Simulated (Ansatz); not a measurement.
Two isomers of C2H6OSn: A = `C[O][Sn][CH3]`, B = `C[C](=O)[SnH3]`.

Isolated molecules relaxed with PBE0-D4/def2-TZVP in Ansatz; ΔE leaves out vibrations. CCSD(T)/CBS adds triple-zeta CCSD(T) − MP2 to the extrapolated MP2 energy (def2 sets, frozen cores). DFT in def2-TZVPP. B3LYP here is the variant with VWN-RPA as its local correlation; programs differ in this. def2 core potentials past Kr. For Sn outer-core shells are correlated without core-valence functions, which leaves a few kJ/mol of doubt a bond. Each species was taken in one conformer, which may not be the lowest.

Q: Which is lower in electronic energy at CCSD(T)/CBS, and by how much? (Estimate.)

A: The calculation gave: A, by 32.3 kcal/mol.

Q: Give E(B) − E(A) in kcal/mol with MP2/def2-TZVPP, PBE0-D4, B3LYP, ωB97M-V, B3LYP-D4, PBE-D4, HF/def2-TZVPP. (An estimate is asked.)

A: Ansatz gave: MP2/def2-TZVPP 32.7, PBE0-D4 29.6, B3LYP 31.9, ωB97M-V 29.5, B3LYP-D4 32.5, PBE-D4 30.1, HF/def2-TZVPP 26.5. None reverses the order clearly.

Largest T1 diagnostic: 0.017.

In def2-TZVPP, CCSD(T) changes the Hartree–Fock value by +1.9 kcal/mol (the triples alone add −0.6 kcal/mol) and MP2 by +6.2 kcal/mol.
